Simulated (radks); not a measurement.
Numerical settings for neutral caesium, [Xe] 6s1. Calculated with a radial shooting solver on a logarithmic mesh with Libxc functionals: scalar-relativistic Kohn-Sham, PBE, spin-polarised, spherical densities, finite nucleus; open shells are filled with parallel spins first (spin-orbit coupling, left out, can overturn this in heavy ions); Fermi nuclear charge, rms radius 4.8041 fm. The defaults (mesh step 0.008 in ln r, mesh end at 40 bohr or more with all orbitals vanishing there, Anderson mixing 0.5 over 9 steps, residual threshold near 1e-9 with the energy settled to 1e-9 hartree or 1e-11 of itself, here a cap of 50 iterations) give E = -7786.6387 hartree and 6s at -2.267 eV in 16 iterations. Run on one thread of a shared host, so times are rough (Arm Neoverse N1): 0.33 s of CPU time, 0.33 s wall, 16 iterations on 2440 mesh points. Changes against that run (0 stands for a change within the tolerance of the run):

setting,iterations,converged,E (mhartree),e(6s) (meV),CPU (s)
mesh step in ln r 0.08,9,no,diverged,-,0.07
mesh step in ln r 0.012,16,yes,0,0,0.23
mesh step in ln r 0.02,14,yes,+0.000591,0,0.14
mesh end (bohr) 12,16,yes,+2.08,+126,0.3
mesh end (bohr) 5,15,level above zero,+334,+9.56e+03,0.25
residual threshold 1e-13,50,no,0,0,0.6
residual threshold 0.01,9,yes,0,+0.55,0.22
mixing 2.5,26,yes,0,0,0.48
"linear mixing, mixing 0.5",32,yes,0,0,0.55
"linear mixing, mixing 0.2",50,no,+0.0013,+0.0569,0.85
mixing history 2,23,yes,0,0,0.41
iteration cap 8,8,no,0,+0.55,0.18

Settled on a wrong energy, with an occupied level pushed above zero by the early mesh end: mesh end (bohr) 5 (+0.334 hartree). Apart from these: settings that end as converged yet miss the energy by more than 1 mhartree: mesh end (bohr) 12 (+0.00208 hartree). A mesh that ends early acts as a hard wall.
